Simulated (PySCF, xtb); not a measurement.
C2H3ClFGa, SMILES C=[CH][Ga]([F])[Cl]. One conformer was computed; it need not be the lowest.

Harmonic wavenumbers (cm⁻¹) from xtb 6.7.1 with GFN2-xTB at its own minimum, in rising order: 59, 82, 126, 128, 260, 351, 443, 446, 493, 907, 951, 1002, 1164, 1375, 1632, 2999, 3038, 3059.

### Question
What does ωB97X-D3(BJ)/def2-SVP run with PySCF give at its own minimum? (An estimate is asked for; the answer gives what the named calculation found.)

### Answer
84, 94, 178, 179, 308, 433, 492, 618, 727, 1007, 1038, 1051, 1270, 1427, 1691, 3147, 3201, 3244. Paired by order, the mean absolute difference is 93 cm⁻¹ and the zero-point energies are 26.5 and 28.9 kcal/mol.
